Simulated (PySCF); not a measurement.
Isomers of C3H3Cl2FSi, one GFN2-xTB conformer each. Single-point energies are computed at PBE0/pcSseg-1 (PySCF, gas phase, no added dispersion term), electronic only.

Problem. Rank them by PBE0/pcSseg-1 energy, lowest first (kcal/mol).
A. `CC#C[Si](F)(Cl)Cl`
B. `FC(Cl)(Cl)C#C[SiH3]`

Solution. A (0.0), B (131.1).

As drawn, the lower has an Si–F bond, which the higher lacks. GFN2-xTB itself gives, in the same order: 0.0, 96.6. Both levels put the same isomer lowest.

Problem. Which frontier levels, dipoles and rotational constants go with these structures?

Solution. 
```csv
SMILES,"HOMO (eV, PBE0/pcSseg-1)",LUMO (eV),dipole (D),"A, B, C (MHz)"
CC#C[Si](F)(Cl)Cl,-8.42,-0.59,3.56,"1800, 890.5, 744.3"
FC(Cl)(Cl)C#C[SiH3],-8.62,-1.32,2.71,"2284, 687.4, 617.3"
```

---

Isomers of C7H3F3, one GFN2-xTB conformer each. Single-point energies are computed at PBE0/pcSseg-1 (PySCF, gas phase, no added dispersion term), electronic only.

Question: Rank them by PBE0/pcSseg-1 energy, lowest first (kcal/mol).
A. `C#CCC#CC(F)=C(F)F`
B. `C#CC#CC(=C)C(F)(F)F`

Answer: B (0.0), A (30.0).

GFN2-xTB itself gives, in the same order: 0.0, 11.6. Both levels put the same isomer lowest.

Question: Which frontier levels, dipoles and rotational constants go with these structures?

Answer: 
```tsv
SMILES	HOMO (eV, PBE0/pcSseg-1)	LUMO (eV)	dipole (D)	A, B, C (MHz)
C#CC#CC(=C)C(F)(F)F	-7.43	-2.20	2.47	2864, 673.6, 602.6
C#CCC#CC(F)=C(F)F	-7.08	-0.84	2.18	2568, 598.1, 487.7
```
